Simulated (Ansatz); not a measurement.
Cost and result for the atomization energy of `[NH2][Ge][OH]` (6 atoms, 5 bonds).

```json
{"atom": "N1", "x (Å)": "-0.168", "y (Å)": "0.759", "z (Å)": "-0.574"}
{"atom": "Ge2", "x (Å)": "-1.010", "y (Å)": "-0.824", "z (Å)": "-0.212"}
{"atom": "O3", "x (Å)": "0.136", "y (Å)": "-1.494", "z (Å)": "0.993"}
{"atom": "H4", "x (Å)": "-0.556", "y (Å)": "1.414", "z (Å)": "-1.236"}
{"atom": "H5", "x (Å)": "0.695", "y (Å)": "1.098", "z (Å)": "-0.175"}
{"atom": "H6", "x (Å)": "0.903", "y (Å)": "-0.954", "z (Å)": "1.203"}
```

Total charge 0; spin multiplicity 1. Correlated methods include outer-core shells of Ge, which these sets cover unevenly. Scalar relativity is left out up to krypton. Geometry: relaxed with PBE0-D4/def2-TZVP. It is one conformer, not always the lowest. Program: Ansatz. All runs use 4 threads of an Arm Neoverse V1 on a shared host. Times are those of one run each, without the atoms' runs, and a repeat can differ threefold. Electronic energies, without spin–orbit coupling; frozen cores. CCSD(T)/CBS adds CCSD(T) − MP2 in def2-TZVPP to the MP2 limit, and its time is that of the two runs behind it. T1 = 0.014. With those shells the extrapolation isn't a true limit. B3LYP takes the VWN-RPA correlation (the form of Gaussian; ORCA's B3LYP/G). HSE06 is the plane-wave form, built on full-range PBE exchange.

CCSD(T)/CBS is a level of theory with its own doubt, some kJ/mol a heavy atom from the limit and from the frozen cores, so smaller differences don't rank the functionals.

```tsv
level	functions	wall time	atomization (kJ/mol)	difference from CCSD(T)/CBS	per bond
revPBE-D4/def2-TZVPP	152	0.75 s	2014.6	-26.5	-5.3
HSE06-D4/def2-TZVPP	152	1.2 s	2003.4	-37.7	-7.5
CAM-B3LYP-D4/def2-TZVPP	152	1.2 s	2039.3	-1.8	-0.4
CCSD(T)/def2-SVP	75	1.2 s	1834.9	-206.2	-41.2
B3LYP-D4/def2-TZVPP (with forces)	152	1.3 s	2031.7	-9.4	-1.9
r2SCAN-D4/def2-TZVPP (with forces)	152	1.8 s	2018.1	-23.0	-4.6
B2PLYP/def2-TZVPP	152	1.8 s	2008.9	-32.2	-6.4
r2SCANh-D4/def2-TZVPP	152	1.9 s	1992.2	-48.9	-9.8
PBE-QIDH/def2-TZVPP	152	1.9 s	1978.2	-62.9	-12.6
B97M-V/def2-TZVPP	152	3 s	2024.4	-16.7	-3.3
MP2/def2-QZVPP	293	5.5 s	2051.0	9.9	2.0
CCSD(T)/def2-TZVPP	152	16 s	1963.4	-77.7	-15.5
CCSD(T)/CBS(def2)	–	21 s	2041.1	0.0	0.0
```

From BLYP to BHLYP (50 % exact exchange), in def2-TZVPP and without D4, the atomization energy moves by −122.5 kJ/mol: exact exchange takes away binding that semilocal exchange gives to molecules. In def2-TZVPP, CCSD(T) changes the Hartree–Fock value by +679.4 kJ/mol (the triples alone add +42.3 kJ/mol) and MP2 by +720.9 kJ/mol; breaking electron pairs costs correlation energy, which Hartree–Fock lacks. The D4 term adds +15.0 kJ/mol with B3LYP and +7.6 kJ/mol with PBE0; it sums over pairs of atoms, weighted by their polarisabilities, and B3LYP, whose exchange is more repulsive, gets the larger term.
